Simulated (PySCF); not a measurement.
B3LYP has the VWN-RPA correlation part, as in Gaussian. 

Cartesian coordinates (Å):
```xyz
22

W     -0.0947     0.1087    -0.0812
N     -1.0640     1.7854    -0.4716
H     -1.9336     1.9441    -0.9763
H     -0.6765     2.6657    -0.1404
N      1.3520     1.1151     0.8934
H      1.3262     1.3777     1.8778
H      2.1701     1.5388     0.4577
N     -1.7050    -0.5315    -1.1030
H     -1.9010    -1.5051    -1.3273
H     -2.4578     0.0460    -1.4782
C      1.5211    -0.0310    -1.5178
H      1.1049    -0.4416    -2.4522
H      2.3589    -0.6647    -1.1933
H      1.9007     0.9832    -1.7331
C      0.1662    -2.0808    -0.1767
H      0.2896    -2.4755    -1.1978
H     -0.6220    -2.6510     0.3402
H      1.1150    -2.2505     0.3663
C     -0.5482    -0.4270     1.9689
H     -0.6557     0.4953     2.5663
H      0.2049    -1.0733     2.4421
H     -1.5192    -0.9483     1.9741
```
Charge 0, multiplicity 1.

What is the computed HOMO–LUMO gap, dipole moment, total energy, charge on the central atom (Mulliken), HOMO and LUMO (B3LYP-D3(BJ)/def2-TZVP // r2SCAN-D4/def2-SVP in PySCF)?


| Property | Value |
|---|---|
| HOMO–LUMO gap | 4.40 eV |
| dipole moment | 2.47 D |
| total energy | -354.9250 Ha |
| charge on the central atom (Mulliken) | 1.37 e |
| HOMO | -6.55 eV |
| LUMO | -2.15 eV |
